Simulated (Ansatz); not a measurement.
Reaction (redistribution): `COB[SiH3]` + `O[SiH2][SiH](Cl)Cl` → `COBCl` + `O[SiH2][SiH]([SiH3])Cl`

Computed with Ansatz on PBE0-D4/def2-TZVP structures; ΔE is electronic, products minus reactants. CCSD(T)/CBS adds triple-zeta CCSD(T) − MP2 to the extrapolated MP2 energy (def2 sets, frozen cores). Functionals use def2-TZVPP. B3LYP here is the variant with VWN-RPA as its local correlation; programs differ in this. Each species was taken in one conformer, which may not be the lowest.

```
             level  ΔE (kcal/mol)  difference from CCSD(T)/CBS
         r2SCAN-D4           -6.2                         -1.2
           PBE0-D4           -6.6                         -1.6
          B3LYP-D4           -5.3                         -0.3
           ωB97X-V           -5.2                         -0.2
            B2PLYP           -5.0                          0.0
            r2SCAN           -6.1                         -1.1
              PBE0           -6.3                         -1.3
     HF/def2-TZVPP           -4.4                          0.6
    MP2/def2-TZVPP           -5.5                         -0.5
CCSD(T)/def2-TZVPP           -5.7                         -0.7
     HF/def2-QZVPP           -4.2                          0.8
    MP2/def2-QZVPP           -5.1                         -0.1
SCS-MP2/def2-QZVPP           -4.5                          0.5
      HF/CBS(def2)           -4.1                          0.9
     MP2/CBS(def2)           -4.9                          0.1
    CCSD/CBS(def2)           -4.7                          0.3
       CCSD(T)/CBS           -5.0                            0
```

Largest T1 diagnostic among the species: 0.014.

In def2-TZVPP, CCSD(T) changes the Hartree–Fock value by −1.3 kcal/mol (the triples alone add −0.3 kcal/mol) and MP2 by −1.1 kcal/mol.
